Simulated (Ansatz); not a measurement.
One change: `NC[SiH2][GeH3]` becomes `NC[SiH2]P`.

Ansatz, PBE0-D4/def2-TZVP geometries, multiplicity 1. Each molecule was computed in one conformer, which needn't be the lowest.

Scalar relativity is left out up to krypton.

```
                                      property  `NC[SiH2][GeH3]`
       HOMO–LUMO gap (ωB97M-V/def2-TZVPP) / eV             11.25
size of the dipole moment (PBE/def2-TZVPP) / D              1.59
         HOMO–LUMO gap (B3LYP/def2-TZVPP) / eV              6.77
            LUMO energy (PBE0/def2-TZVPP) / eV              0.20
             HOMO energy (PBE/def2-TZVPP) / eV             -5.55
          HOMO–LUMO gap (PBE0/def2-TZVPP) / eV              7.22
```

Q: Give the same properties after the change, and the shifts. (An estimate is asked.)

A: Computed: 
```tsv
property	`NC[SiH2]P`	shift
HOMO–LUMO gap (ωB97M-V/def2-TZVPP) / eV	11.31	0.06
size of the dipole moment (PBE/def2-TZVPP) / D	1.52	-0.07
HOMO–LUMO gap (B3LYP/def2-TZVPP) / eV	6.74	-0.03
LUMO energy (PBE0/def2-TZVPP) / eV	0.24	0.04
HOMO energy (PBE/def2-TZVPP) / eV	-5.49	0.06
HOMO–LUMO gap (PBE0/def2-TZVPP) / eV	7.21	-0.01
```

Dipoles are sizes alone; their direction can turn.

B3LYP here is the variant with VWN-RPA as its local correlation; programs differ in this.
